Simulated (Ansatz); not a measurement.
The first iterations of a band of a periodic cell of 17 atoms, LiBe16 (host Be, host structure hcp, interstitial Li).

Computed with DFT PBE-D3(BJ), scalar-relativistic, plane waves, PAW in Ansatz 0.2.0. Settings: cutoff 420 eV, k mesh 4x4x3, gaussian smearing 0.1 eV, no spin polarisation.

- movable images: 7
- climbing image: yes
- spring: 5.0 eV/Å²
- optimiser: quadratic models (default)
- start path: straight line
- force threshold: 0.03 eV/Å
- iteration limit: 15
- end points: relaxed

Initial state:

```xyz
17
Lattice="-2.2900 -3.9664 0.0000 3.4350 -1.9832 0.0000 0.0000 0.0000 7.1769" Properties=species:S:1:pos:R:3
Be 0.067 -4.070 0.051
Be 0.026 -2.724 1.810
Be -0.273 -3.977 3.645
Be 0.028 -2.723 5.470
Be -1.050 -2.092 0.049
Be 2.525 -2.807 1.816
Be -1.174 -2.358 3.632
Be 2.527 -2.806 5.460
Be 1.275 -2.145 0.053
Be 1.356 -0.873 1.826
Be 0.331 -1.191 3.647
Be 1.357 -0.873 5.463
Be 0.130 -0.116 0.050
Be 1.200 -4.611 1.806
Be -0.512 0.419 3.633
Be 1.201 -4.615 5.465
Li 1.306 -2.744 3.641
```

Final state:

```xyz
17
Lattice="-2.2900 -3.9664 0.0000 3.4350 -1.9832 0.0000 0.0000 0.0000 7.1769" Properties=species:S:1:pos:R:3
Be -1.081 -3.653 -0.053
Be 0.083 -2.629 1.779
Be 0.201 -3.997 3.536
Be 0.082 -2.630 5.297
Be -0.825 -1.770 -0.048
Be 2.302 -2.697 1.783
Be -1.004 -2.011 3.538
Be 2.303 -2.697 5.297
Be 1.029 -1.740 -0.052
Be 1.423 -0.735 1.768
Be 1.262 -1.986 3.538
Be 1.422 -0.734 5.304
Be -0.603 0.223 -0.047
Be 1.401 -4.747 1.774
Be 0.156 -0.050 3.538
Be 1.399 -4.748 5.302
Li 0.751 -3.728 7.126
```

| iteration | highest image above the first end (eV) | largest band force component (eV/Å) |
| --- | --- | --- |
| 1 | 8.775 | 12.584 |
| 2 | 5.262 | 9.692 |
| 3 | 1.825 | 4.755 |
| 4 | 0.984 | 1.379 |
| 5 | 0.830 | 0.703 |

Does the band converge within its limit, and where does its top end?

The run ended unconverged. It ended after 15 iterations with the highest image 0.782 eV above the first end. The band didn't meet its force threshold, so its energies are provisional: the largest band force was still 0.16 eV/Å, and over the last iterations the top stayed at 0.79 eV. Limits of this set-up: coarse k mesh.

The run took 16 min on 1 thread of Arm Neoverse V1 (shared host), peak memory 0.69 GiB.
